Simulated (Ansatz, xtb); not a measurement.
## Relative energy of two isomers of C4H5BrN2O

Structure a is `BrCCc1ncon1`, a singlet and structure b is `CCc1nc(Br)no1`, a singlet. Both are isolated molecules in the gas phase, relaxed with r2SCAN-D4/def2-SVP; the shapes shown needn't be the lowest conformers.

a (Å):

```xyz
13

C    -1.3040    1.4185    0.3856
C    -1.4315    0.2870   -0.6183
C    -0.1477   -0.4406   -0.8268
C     1.8662   -0.7919   -1.1789
Br   -0.8857    0.7547    2.1813
N     1.0448    0.2044   -1.0676
N    -0.0609   -1.7493   -0.7944
O     1.2909   -1.9864   -1.0341
H    -0.4827    2.0959    0.1171
H    -2.2406    1.9829    0.4776
H    -1.7398    0.7358   -1.5816
H    -2.2086   -0.4328   -0.3228
H     2.9396   -0.7771   -1.3713
```

b (Å):

```xyz
13

C     0.5291   -0.3628   -0.5954
C     1.0808   -0.0008    0.7840
C     2.0736    1.1032    0.7494
C     3.2549    2.7821    1.0058
Br    3.8968    4.3941    1.6725
N     2.1396    2.1711    1.4962
N     3.8653    2.1700    0.0190
O     3.0671    1.0371   -0.1535
H     1.3359   -0.6756   -1.2741
H     0.0121    0.4942   -1.0532
H    -0.1897   -1.1905   -0.5117
H     0.2853    0.3121    1.4758
H     1.5691   -0.8822    1.2383
```

Quicker runs give these differences E(b) − E(a): GFN2-xTB −14.6 kJ/mol; HF/STO-3G −30.7 kJ/mol (at GFN2-xTB geometries); r2SCAN-D4/def2-SVP//GFN2-xTB +7.7 kJ/mol.

Which of the two would you expect CCSD(T)/def2-SVP + ΔMP2/def2-TZVPP electronic energies to favour?

Structure a; the calculation gives E(b) − E(a) = +12.4 kJ/mol.

Level by level:

| level | geometry | E(b) − E(a) (kJ/mol) | departure from the last row (kJ/mol) | job, with rough time for the two |
| --- | --- | --- | --- | --- |
| GFN2-xTB | GFN2-xTB | −14.6 | −27.1 | optimisation, 0.21 s |
| HF/STO-3G | GFN2-xTB | −30.7 | −43.1 | single point, 0.56 s |
| r2SCAN-D4/def2-SVP//GFN2-xTB | GFN2-xTB | +7.7 | −4.8 | single point, 4.6 s |
| r2SCAN-D4/def2-SVP | r2SCAN-D4/def2-SVP | +6.5 | −5.9 | optimisation, 2.5 min |
| HF/def2-SVP | r2SCAN-D4/def2-SVP | +16.9 | +4.5 | part of the CCSD(T) run |
| MP2/def2-SVP | r2SCAN-D4/def2-SVP | +10.4 | −2.1 | part of the CCSD(T) run |
| CCSD(T)/def2-SVP | r2SCAN-D4/def2-SVP | +11.8 | −0.7 | single point |
| CCSD(T)/def2-SVP + ΔMP2/def2-TZVPP | r2SCAN-D4/def2-SVP | +12.4 |  | single point, 2.4 min |

As drawn, both hold the same kinds of bond in the same numbers. Structure a has 0 methyl groups, b 1.

GFN2-xTB, HF/STO-3G put the two in the other order. The largest departure from CCSD(T)/def2-SVP + ΔMP2/def2-TZVPP is that of HF/STO-3G, 43.1 kJ/mol. The last row adds to CCSD(T) the change of the MP2 difference between the two basis sets, here +0.7 kJ/mol.

With thermal terms from frequencies at re-optimised GFN2-xTB minima (ideal gas, soft modes damped towards free rotors, one conformer each, 298.15 K, 1 atm): the zero-point term adds −0.3 kJ/mol; ΔH is +13.5 and ΔG +11.2 kJ/mol.

The correlated steps freeze 16 core orbitals; the filled d shell of Br is correlated, in a basis made for valence electrons. Run with Ansatz 0.2.0, xtb 6.7.1; the last row on 4 threads of Arm Neoverse V1 on a shared host.
